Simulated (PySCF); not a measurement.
C₅H₁₃GaO, SMILES CC(C)[O][Ga]([CH3])[CH3] (GFN2-xTB optimised geometry):

```
20

Ga     0.629     0.446     0.000
C     -0.737     1.982     0.000
H     -1.295     1.992    -0.938
H     -0.243     2.946     0.118
H     -1.449     1.848     0.816
C      2.667     0.446     0.000
H      3.027    -0.214     0.790
H      3.065     1.449     0.158
H      3.037     0.066    -0.954
O      0.107    -1.214     0.034
C     -0.916    -2.169    -0.070
C     -0.887    -2.812    -1.456
C     -2.282    -1.543     0.206
H     -0.719    -2.946     0.686
H     -1.083    -2.054    -2.213
H     -1.637    -3.596    -1.528
H      0.095    -3.240    -1.643
H     -2.278    -1.080     1.191
H     -2.481    -0.775    -0.542
H     -3.065    -2.297     0.168
```

Computed with CAM-B3LYP/def2-SVP run with PySCF.

### Question
What are the frontier orbital energies and the dipole moment?

### Answer
HOMO-2 -9.39 eV, HOMO-1 -8.91 eV, HOMO -8.25 eV, LUMO 0.76 eV, LUMO+1 1.51 eV; dipole moment 0.83 D.

On the same geometry PBE/def2-SVP (PySCF) gives HOMO-2 -6.63 eV, HOMO-1 -6.04 eV, HOMO -5.55 eV, LUMO -0.95 eV, LUMO+1 -0.21 eV; dipole moment 0.71 D.

Meta-Löwdin charges at CAM-B3LYP/def2-SVP: Ga1 0.68, C2 -0.51, H3 0.11, H4 0.11, H5 0.11, C6 -0.50, H7 0.11, H8 0.10, H9 0.11, O10 -0.56, C11 0.18, C12 -0.29, C13 -0.29, H14 0.08, H15 0.09, H16 0.09, H17 0.10, H18 0.09, H19 0.09, H20 0.09.
